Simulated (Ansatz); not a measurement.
Program: Ansatz. Geometries: PBE0-D4/def2-TZVP. ΔE: electronic, gas phase. CCSD(T)/CBS is the MP2 limit (def2-TZVPP, def2-QZVPP) plus CCSD(T) − MP2 in def2-TZVPP, frozen cores. Each species was taken in one conformer, which may not be the lowest.

Consider the ligand exchange at a B–C bond: `B[CH2][AlH][CH3]` + `CB(N)N` → `BNB(C)N` + `[CH3][AlH][CH3]`.

```csv
species,CCSD(T)/def2-SVP energy (Eh)
`B[CH2][AlH][CH3]`,-347.34820
`CB(N)N`,-176.13267
`BNB(C)N`,-201.50697
`[CH3][AlH][CH3]`,-322.01398
```

Work out ΔE.

ΔE = (-201.50697) + (-322.01398) − (-347.34820) − (-176.13267) = -0.04008 Eh = -25.2 kcal/mol. CCSD(T)/CBS gives -21.1 kcal/mol.

Largest T1 diagnostic among the species: 0.012.

At CCSD(T), def2-SVP lies −4.0 kcal/mol from the extrapolated value and def2-TZVPP −0.5 kcal/mol. In def2-TZVPP, CCSD(T) changes the Hartree–Fock value by +1.6 kcal/mol (the triples alone add +0.1 kcal/mol) and MP2 by +2.0 kcal/mol.
